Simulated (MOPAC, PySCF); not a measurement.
[Zr(Cl)3(H)], neutral singlet in the gas phase. 

Cartesian coordinates (Å):
```xyz
5

Zr     0.0428    -0.0354     0.1179
Cl     1.7801     1.4439     0.5865
Cl    -1.7975     0.2102     1.5246
Cl     0.7395    -2.2439    -0.1334
H     -0.5612     0.4587    -1.5375
```
Charge 0, multiplicity 1.

All levels are single points at this geometry (r2SCAN-D4/def2-SVP); Pople sets use spherical d functions. Orbital energies aren't observables, and empty levels follow the basis.

| level | HOMO (eV) | LUMO (eV) | gap (eV) | dipole (D) | vertical IE, Delta-SCF (eV) |
|---|---|---|---|---|---|
| TPSSh-D3(BJ)/def2-TZVP in PySCF | -8.57 | -3.16 | 5.41 | 0.23 | – |
| B3LYP/6-31G* (LANL2DZ on Zr) in PySCF | -9.29 | -3.44 | 5.84 | 0.09 | 11.55 |
| B3LYP/LANL2DZ in PySCF | -9.49 | -3.67 | 5.82 | 0.22 | – |
| M06-2X/6-31G* (LANL2DZ on Zr) in PySCF | -10.85 | -2.56 | 8.28 | 0.10 | – |
| PM6 in MOPAC | -9.93 | -1.86 | 8.08 | 1.27 | – |
| PM7 in MOPAC | -10.02 | 0.13 | 10.16 | 2.25 | – |
